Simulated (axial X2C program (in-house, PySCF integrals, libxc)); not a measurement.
**ZrN⁻ along the bond: PBE0, with spin–orbit coupling**

Calculated with an in-house all-electron X2C program for linear molecules (integrals from PySCF). Two-component (2c) means X2C with spin–orbit coupling and atomic mean-field two-electron Coulomb and Gaunt terms. Basis: Zr dyall-acv3z [12s13p10d6f3g], N dyall-av3z [7s7p3d2f] (cores contracted in-house); Gaussian nuclei, density fitting, unrestricted open shells. Masses: Zr 89.905 u, N 14.003 u.

State: Ω = 0 (closed shell). Dipoles are positive if N is the positive end and refer to the centre of mass.

| R (Å) | μ (D) | HOMO (eV) | LUMO (eV) |
| --- | --- | --- | --- |
| 1.550 | 1.081 | 0.16 | 1.71 |
| 1.601 | 0.420 | 0.09 | 1.72 |
| 1.652 | -0.200 | 0.02 | 1.73 |
| 1.703 | -0.778 | -0.05 | 1.74 |
| 1.763 | -1.401 | -0.13 | 1.75 |
| 1.822 | -1.973 | -0.20 | 1.75 |
| 1.899 | -2.637 | -0.28 | 1.76 |

Task: The minimum lies at 1.701 Å. What is the dipole moment there?

Result: At PBE0, 2c, with the sign and origin stated: μ = -0.76 D.

The state is a single determinant with fixed occupations, the lowest that a limited PBE0 search found. Closed shells are restricted here (equal orbitals for both partners); the stretched side of such a curve lies too high. The highest occupied level of some functionals is positive through self-interaction error; at Hartree–Fock it is bound. The LUMO of an anion is an unbound level whose energy the basis sets.
